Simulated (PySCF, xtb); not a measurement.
HfF3, SMILES [F][Hf]([F])[F] (connectivity only; charge and spin as stated), neutral, multiplicity 2.

Harmonic wavenumbers (cm⁻¹) from GFN2-xTB (xtb 6.7.1) at its own minimum, in rising order: 60, 73, 73, 488, 540, 540.

Task: What does B3LYP-D3(BJ)/def2-TZVP (PySCF 2.14.0) give at its own minimum? (Estimate from the structure and the level; the computed values follow.)

Result: 68, 146, 146, 636, 636, 643. Paired by order, the mean absolute difference is 83 cm⁻¹ and the zero-point energies are 2.5 and 3.3 kcal/mol.
